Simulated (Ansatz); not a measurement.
`CC[Si]F` + H₂S → `F[Si]S` + `CC` at 298.15 K and 1 bar (ligand exchange at the Si–C bond).

Gas-phase electronic energies from Ansatz, PBE0-D4/def2-TZVP geometries. CBS: MP2 limit from def2 TZ/QZ plus the TZ coupled-cluster correction, frozen cores. This one scheme is used for every species. One conformer a species, not always the lowest.

```json
{"species": "`CC[Si]F`", "CCSD(T)/CBS energy (Eh)": "-468.00242", "H − E (kJ/mol)": "192.7", "S (J/(mol·K))": "323.2"}
{"species": "H₂S", "CCSD(T)/CBS energy (Eh)": "-398.97279", "H − E (kJ/mol)": "49.9", "S (J/(mol·K))": "205.7"}
{"species": "`F[Si]S`", "CCSD(T)/CBS energy (Eh)": "-787.30018", "H − E (kJ/mol)": "44.8", "S (J/(mol·K))": "282.7"}
{"species": "`CC`", "CCSD(T)/CBS energy (Eh)": "-79.71954", "H − E (kJ/mol)": "207.7", "S (J/(mol·K))": "227.7"}
```

H − E and S are ideal-gas, rigid-rotor, harmonic terms from PBE0-D4/def2-TZVP, for one conformer and one mirror image of each species. 1 Eh = 2625.50 kJ/mol, R = 8.31446 J/(mol·K).

By hand: ΔE, ΔH, ΔS and ΔG.

ΔE = (-787.30018) + (-79.71954) − (-468.00242) − (-398.97279) = -0.04451 Eh = -116.9 kJ/mol. Δ(H − E) = 44.8 + 207.7 − 192.7 − 49.9 = 9.9, so ΔH = -107.0 kJ/mol. ΔS = 282.7 + 227.7 − 323.2 − 205.7 = -18.5 J/(mol·K). ΔG = -107.0 − 298.15 × (-18.5)/1000 = -101.5 kJ/mol.

By hand: the equilibrium constant, and the temperature at which ΔG would vanish if ΔH and ΔS stayed fixed.

log₁₀ K = −ΔG/(RT ln 10) = 17.8. ΔG = 0 at ΔH/ΔS = 5784 K, far beyond where these terms or the molecules hold.

ΔH outweighs TΔS. A doubt of 5 kJ/mol in ΔE shifts log₁₀ K by 0.9 here. Other conformers and mirror images would add mixing entropy, several J/(mol·K) or more a flexible species. Modes under 60 cm⁻¹, often nearly free rotors, make the harmonic entropy too high. These are equilibria of isolated gas molecules and say nothing of rates. Largest T1 diagnostic: 0.015 (customary marks: 0.02 for closed shells, 0.045 for open ones).
